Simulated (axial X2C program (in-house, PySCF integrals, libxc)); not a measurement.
Nuclear properties of HCAs

Computed with an in-house all-electron X2C program for linear molecules (integrals from PySCF): two-component X2C with atomic mean-field Coulomb and Gaunt terms, Gaussian nuclei, basis H dyall-v3z, C dyall-v3z, As dyall-v3z with contracted cores.

H–C–As held linear, with bonds 1.076 and 1.640 Å (near the PBE0 minimum at charge 0 of the determinant lowest at the starting distance; the state shown can have its own minimum elsewhere, held linear; other orders of the atoms were not compared).

Determinant lowest in the PBE0 search, Ω = 0 (closed shell), highest spinor 49% C p, 44% As p, 2% H p:

```csv
level,qzz H (a.u.),qzz C (a.u.),qzz As (a.u.),μ (D)
PBE0,0.32,-0.39,-2.88,0.04
HF,0.32,-0.51,-3.30,0.01
r2SCAN,0.32,-0.38,-2.69,-0.07
```

qzz is the electric field gradient, eQq0 = 234.96 MHz × Q/barn × qzz; μ is positive if the As end (last atom) is positive. The operators were transformed with the bare-nucleus X2C matrices; with these basis sets, hyperfine constants and field gradients can be off by tens of per cent, and where levels differ in sign neither size nor sign is settled.

**Question.** With Q(75As) = 0.311 barn (Q from Pyykkö, Mol. Phys. 2018), turn the PBE0 values of the first state into constants in MHz.

**Answer.** eQq0(75As) = 234.96 × (0.311) × (-2.88) = -210 MHz.

The molecule was held linear; bending was not examined, so a bent shape may lie lower.

Each state is one determinant with collinear spin. The search compared states at one distance, so a state with another bond length can lie lower.
